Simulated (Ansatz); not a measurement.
Ansatz results at the PBE0-D4/def2-TZVP geometry: HOMO–LUMO gap (B3LYP/def2-TZVPP) 4.60 eV; HOMO energy (ωB97M-V/def2-TZVPP) -9.53 eV; LUMO energy (PBE/def2-TZVPP) -3.37 eV.

**Question.** Which molecule gave them?
A. `FC1=NB[Se]1`
B. `O=C[SiH2][SiH2][AlH2]`
C. `C=NBI`
D. `[BH2][SbH][TeH]`

**Answer.** A. The others give `O=C[SiH2][SiH2][AlH2]`: 4.09, -9.02, -3.19; `[BH2][SbH][TeH]`: 3.48, -8.51, -3.44; `C=NBI`: 5.10, -9.33, -2.71.

B3LYP here is the variant with VWN-RPA as its local correlation; programs differ in this.
